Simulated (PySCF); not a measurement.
C₆H₇ (SMILES [C]1=CC=CCC1), doublet (typed; the unrestricted solution is spin-contaminated), at a GFN2-xTB geometry; CCSD(T)/STO-3G in PySCF.

Here is a job for PySCF.
```python
from pyscf import gto, scf, cc

mol = gto.Mole()
mol.atom = '''
    C    -0.018138   -1.398782   -0.195215
    C     1.185989   -0.885852   -0.223794
    C     1.295008    0.581937   -0.190749
    C     0.236536    1.320162    0.125622
    C    -1.069693    0.701733    0.532240
    C    -1.290734   -0.671886   -0.142800
    H     2.092801   -1.464572   -0.293791
    H     2.248208    1.017152   -0.451230
    H     0.297299    2.398774    0.162361
    H    -1.903323    1.362134    0.285842
    H    -1.060605    0.574376    1.621478
    H    -1.658289   -0.543908   -1.168013
    H    -2.049903   -1.227830    0.411529
'''
mol.basis = 'sto-3g'
mol.charge = 0
mol.spin = 1
mol.verbose = 4
mol.build()

mf = scf.UHF(mol)
mf.kernel()

mycc = cc.CCSD(mf)
mycc.kernel()
et = mycc.ccsd_t()
print('E(CCSD(T)) = %.10f' % (mycc.e_tot + et))
```

It wrote (shortened):

```
PySCF version 2.14.0

[INPUT] verbose = 4
[INPUT] num. atoms = 13
[INPUT] num. electrons = 43
[INPUT] charge = 0
[INPUT] spin (= nelec alpha-beta = 2S) = 1
[INPUT] symmetry False subgroup None
[INPUT] Mole.unit = angstrom
[INPUT] Symbol           X                Y                Z      unit          X                Y                Z       unit  Magmom
[...]
nuclear repulsion = 210.962581810037
number of shells = 25
number of NR pGTOs = 111
number of NR cGTOs = 37
basis = sto-3g
ecp = {}

******** <class 'pyscf.scf.uhf.UHF'> ********
method = UHF
initial guess = minao
damping factor = 0
level_shift factor = 0
DIIS = <class 'pyscf.scf.diis.CDIIS'>
diis_start_cycle = 1
diis_space = 8
diis_damp = 0
SCF conv_tol = 1e-09
SCF conv_tol_grad = None
SCF max_cycles = 50
direct_scf = True
direct_scf_tol = 1e-13
number electrons alpha = 22  beta = 21
Set gradient conv threshold to 3.16228e-05
init E= -230.044853350276

cycle= 1 E= -228.316022696137  delta_E= 1.73  |g|= 0.233  |ddm|= 3.36
cycle= 2 E= -228.376869624809  delta_E= -0.0608  |g|= 0.0844  |ddm|= 0.463
cycle= 3 E= -228.386398315552  delta_E= -0.00953  |g|= 0.0353  |ddm|= 0.191
cycle= 4 E= -228.388634478985  delta_E= -0.00224  |g|= 0.0237  |ddm|= 0.0706
cycle= 5 E= -228.39034100458  delta_E= -0.00171  |g|= 0.0231  |ddm|= 0.0606
cycle= 6 E= -228.391550158898  delta_E= -0.00121  |g|= 0.0236  |ddm|= 0.042
cycle= 7 E= -228.388244628626  delta_E= 0.00331  |g|= 0.0209  |ddm|= 0.122
cycle= 8 E= -228.384210522068  delta_E= 0.00403  |g|= 0.0158  |ddm|= 0.216
cycle= 9 E= -228.384541811954  delta_E= -0.000331  |g|= 0.0138  |ddm|= 0.0767
cycle= 10 E= -228.385011698974  delta_E= -0.00047  |g|= 0.0128  |ddm|= 0.0573
cycle= 11 E= -228.387914950001  delta_E= -0.0029  |g|= 0.00909  |ddm|= 0.279
cycle= 12 E= -228.38645540234  delta_E= 0.00146  |g|= 0.0126  |ddm|= 0.232
cycle= 13 E= -228.385354230445  delta_E= 0.0011  |g|= 0.0123  |ddm|= 0.221
cycle= 14 E= -228.385506157196  delta_E= -0.000152  |g|= 0.0109  |ddm|= 0.0131
cycle= 15 E= -228.385345035086  delta_E= 0.000161  |g|= 0.00653  |ddm|= 0.243
cycle= 16 E= -228.384334017447  delta_E= 0.00101  |g|= 0.01  |ddm|= 0.153
cycle= 17 E= -228.386388520979  delta_E= -0.00205  |g|= 0.00436  |ddm|= 0.395
cycle= 18 E= -228.386997173166  delta_E= -0.000609  |g|= 0.00537  |ddm|= 0.113
cycle= 19 E= -228.38713500863  delta_E= -0.000138  |g|= 0.00581  |ddm|= 0.0244
cycle= 20 E= -228.386347824654  delta_E= 0.000787  |g|= 0.00357  |ddm|= 0.147
cycle= 21 E= -228.386243934388  delta_E= 0.000104  |g|= 0.00322  |ddm|= 0.0272
cycle= 22 E= -228.386196545165  delta_E= 4.74e-05  |g|= 0.00307  |ddm|= 0.0139
cycle= 23 E= -228.386168391736  delta_E= 2.82e-05  |g|= 0.00299  |ddm|= 0.00815
cycle= 24 E= -228.386147613653  delta_E= 2.08e-05  |g|= 0.00297  |ddm|= 0.00674
cycle= 25 E= -228.38550935433  delta_E= 0.000638  |g|= 0.00438  |ddm|= 0.168
cycle= 26 E= -228.386200903724  delta_E= -0.000692  |g|= 0.00311  |ddm|= 0.183
cycle= 27 E= -228.386145503218  delta_E= 5.54e-05  |g|= 0.00302  |ddm|= 0.0156
cycle= 28 E= -228.386364026188  delta_E= -0.000219  |g|= 0.00338  |ddm|= 0.058
cycle= 29 E= -228.386139879293  delta_E= 0.000224  |g|= 0.00292  |ddm|= 0.0596
cycle= 30 E= -228.386202643889  delta_E= -6.28e-05  |g|= 0.00301  |ddm|= 0.0176
cycle= 31 E= -228.386344788054  delta_E= -0.000142  |g|= 0.00335  |ddm|= 0.0372
cycle= 32 E= -228.386024715861  delta_E= 0.00032  |g|= 0.00284  |ddm|= 0.0882
cycle= 33 E= -228.38617193111  delta_E= -0.000147  |g|= 0.00299  |ddm|= 0.0426
cycle= 34 E= -228.3850979666  delta_E= 0.00107  |g|= 0.00613  |ddm|= 0.243
cycle= 35 E= -228.386243362163  delta_E= -0.00115  |g|= 0.0031  |ddm|= 0.263
cycle= 36 E= -228.386139413239  delta_E= 0.000104  |g|= 0.00291  |ddm|= 0.0288
cycle= 37 E= -228.386057542281  delta_E= 8.19e-05  |g|= 0.00283  |ddm|= 0.0237
cycle= 38 E= -228.386112880717  delta_E= -5.53e-05  |g|= 0.00287  |ddm|= 0.0161
cycle= 39 E= -228.386095191052  delta_E= 1.77e-05  |g|= 0.00285  |ddm|= 0.00539
cycle= 40 E= -228.386332621207  delta_E= -0.000237  |g|= 0.00327  |ddm|= 0.0646
cycle= 41 E= -228.386071541845  delta_E= 0.000261  |g|= 0.00284  |ddm|= 0.0714
cycle= 42 E= -228.386069677759  delta_E= 1.86e-06  |g|= 0.00283  |ddm|= 0.000665
cycle= 43 E= -228.382885882096  delta_E= 0.00318  |g|= 0.0158  |ddm|= 0.391
cycle= 44 E= -228.385860936884  delta_E= -0.00298  |g|= 0.00291  |ddm|= 0.332
cycle= 45 E= -228.385908247447  delta_E= -4.73e-05  |g|= 0.00284  |ddm|= 0.0135
cycle= 46 E= -228.385768792349  delta_E= 0.000139  |g|= 0.00313  |ddm|= 0.0385
cycle= 47 E= -228.386048140273  delta_E= -0.000279  |g|= 0.00279  |ddm|= 0.0794
cycle= 48 E= -228.386030980315  delta_E= 1.72e-05  |g|= 0.00279  |ddm|= 0.00504
cycle= 49 E= -228.384913655959  delta_E= 0.00112  |g|= 0.00686  |ddm|= 0.226
cycle= 50 E= -228.385893949132  delta_E= -0.00098  |g|= 0.00289  |ddm|= 0.187
SCF not converged.
SCF energy = -228.385893949132 after 50 cycles  <S^2> = 1.1042927  2S+1 = 2.3274816

******** <class 'pyscf.cc.uccsd.UCCSD'> ********
CC2 = 0
CCSD nocc = (np.int64(22), np.int64(21)), nmo = (37, 37)
max_cycle = 50
direct = 0
conv_tol = 1e-07
conv_tol_normt = 1e-06
diis_space = 6
diis_start_cycle = 0
diis_start_energy_diff = 1e+09
Init t2, MP2 energy = -0.293957682817838
Init E_corr(UCCSD) = -0.293970898570483
cycle = 1  E_corr(UCCSD) = -0.349036309939285  dE = -0.0550654114  norm(t1,t2) = 0.122548
cycle = 2  E_corr(UCCSD) = -0.37100255893618  dE = -0.021966249  norm(t1,t2) = 0.077912
cycle = 3  E_corr(UCCSD) = -0.40290095817905  dE = -0.0318983992  norm(t1,t2) = 0.0595462
cycle = 4  E_corr(UCCSD) = -0.406169472267449  dE = -0.00326851409  norm(t1,t2) = 0.0278469
cycle = 5  E_corr(UCCSD) = -0.407419595637706  dE = -0.00125012337  norm(t1,t2) = 0.0104752
cycle = 6  E_corr(UCCSD) = -0.407827765960698  dE = -0.000408170323  norm(t1,t2) = 0.00448195
cycle = 7  E_corr(UCCSD) = -0.407667304585615  dE = 0.000160461375  norm(t1,t2) = 0.00142178
cycle = 8  E_corr(UCCSD) = -0.407776392776261  dE = -0.000109088191  norm(t1,t2) = 0.000680834
cycle = 9  E_corr(UCCSD) = -0.407783959971961  dE = -7.5671957e-06  norm(t1,t2) = 0.000336505
cycle = 10  E_corr(UCCSD) = -0.407790051480098  dE = -6.09150814e-06  norm(t1,t2) = 0.00019843
cycle = 11  E_corr(UCCSD) = -0.407773599127918  dE = 1.64523522e-05  norm(t1,t2) = 0.000118921
cycle = 12  E_corr(UCCSD) = -0.407766867928408  dE = 6.73119951e-06  norm(t1,t2) = 5.60849e-05
cycle = 13  E_corr(UCCSD) = -0.407766290590479  dE = 5.77337929e-07  norm(t1,t2) = 2.87749e-05
cycle = 14  E_corr(UCCSD) = -0.407768175336433  dE = -1.88474595e-06  norm(t1,t2) = 1.59167e-05
cycle = 15  E_corr(UCCSD) = -0.407769285292102  dE = -1.10995567e-06  norm(t1,t2) = 8.78598e-06
cycle = 16  E_corr(UCCSD) = -0.407769468661679  dE = -1.83369576e-07  norm(t1,t2) = 5.01268e-06
cycle = 17  E_corr(UCCSD) = -0.407769328467799  dE = 1.40193879e-07  norm(t1,t2) = 3.11339e-06
cycle = 18  E_corr(UCCSD) = -0.407769069309629  dE = 2.59158171e-07  norm(t1,t2) = 1.77723e-06
cycle = 19  E_corr(UCCSD) = -0.407768979419543  dE = 8.98900858e-08  norm(t1,t2) = 9.65546e-07
UCCSD converged
E(UCCSD) = -228.7936629285517  E_corr = -0.4077689794195427
UCCSD(T) correction = -0.00625202676996825
E(CCSD(T)) = -228.7999149553
```

The run did not converge; its last values are not results.
